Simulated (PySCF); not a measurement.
# Correlation energy of Hf (hafnium, neutral)

[Xe] 4f14 5d2 6s2, high-spin 3F determinant. Calculation: PySCF 2.14, in aug-cc-pwCVDZ-PP with ECP60MDF (6s6p5d3f, 70 functions); a scalar-relativistic core potential. Frozen: 5s2 5p6; 4 electrons correlated.

```
  level  correlation energy (mhartree)
   CCSD                         -60.87
    (T)                          -2.96
CCSD(T)                         -63.83
```

Diagnostics: T1 = 0.027, D1 = 0.0645, largest double amplitude 0.054.

**Question.** Is a single reference adequate?

**Answer.** Yes, within this model without spin-orbit coupling: T1 lies below 0.03 and no double amplitude reaches 0.07.
